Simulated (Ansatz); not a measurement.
```yaml
crystal:
  periodic: [false, false, false]
  atoms:
    - {symbol: Li, position_ang: [1.429289, -0.969091, 0.504467]}
    - {symbol: Li, position_ang: [-0.801669, 0.319237, 0.999249]}
    - {symbol: Li, position_ang: [-0.797988, -0.984257, -1.277097]}
    - {symbol: Li, position_ang: [0.673085, 1.439753, -0.853483]}
    - {symbol: H, position_ang: [-0.404792, -1.494624, 0.518766]}
    - {symbol: H, position_ang: [-1.136804, 0.837140, -0.816281]}
    - {symbol: H, position_ang: [1.038879, 0.851841, 0.924390]}
basis:
  gaussian: {orbitals: def2-SVPD}
magnetization: {spin_polarized: true, initial_magnetization: 1}
hamiltonian: {xc: {name: r2SCAN0}, pseudopotentials: {relativity: none}}
scf: {lower_state_search: full}
output: {forces: true}
```

```sh
$ ansatz run in.yaml --threads 4 --pin off --events-out ev --progress --plain --max-ram 3916MiB
```

It prints (some lines left out):

```
Functional definition: r2SCAN0
905 factors; integrals over basis functions are off by at most 3.9e-4 eV
mean field evaluation 1: about -864.4193 eV, gradient 1.3e1 eV
mean field evaluation 2: about -864.4189 eV, gradient 1.3e1 eV
mean field evaluation 4: about -866.4556 eV, gradient 3.7e-1 eV
mean field evaluation 8: about -866.4614 eV, gradient 4.6e-2 eV
mean field evaluation 16: about -866.4617 eV, gradient 3.0e-4 eV
mean field evaluation 32: about -866.4606 eV, gradient 1.7e-1 eV
mean field evaluation 64: about -866.4524 eV, gradient 4.2e-1 eV
mean field -866.46166562 eV, -31.8418789028 hartree, gradient 4.7e-5 eV, S^2 0.751036; 4 other end points of the search recorded, 0 dependent functions left out
reference -866.46170338 eV, -31.8418802903 hartree; 8, 7 occupied and 64, 65 virtual orbitals, 905 factors
Total energy: -866.46170338 eV, -31.8418802903 hartree
Atom 0 at     1.429289    -0.969091     0.504467 Å, force    -0.317565     0.209635    -0.045150 eV/Å
Atom 1 at    -0.801669     0.319237     0.999249 Å, force     0.254492    -0.111061    -0.316772 eV/Å
Atom 2 at    -0.797988    -0.984257    -1.277097 Å, force     0.112530     0.212945     0.298488 eV/Å
Atom 3 at     0.673085     1.439753    -0.853483 Å, force    -0.168079    -0.279197     0.212255 eV/Å
Atom 4 at    -0.404792    -1.494624     0.518766 Å, force     0.075976     0.209067    -0.097613 eV/Å
Atom 5 at    -1.136804     0.837140    -0.816281 Å, force     0.180514    -0.119940     0.102010 eV/Å
Atom 6 at     1.038879     0.851841     0.924390 Å, force    -0.137868    -0.121449    -0.153218 eV/Å
Dipole moment:    -0.253786     0.110745     0.316046 e Å
```

Hardware: 4 threads of Arm Neoverse V2 on a shared host. Wall time 4.9 s.
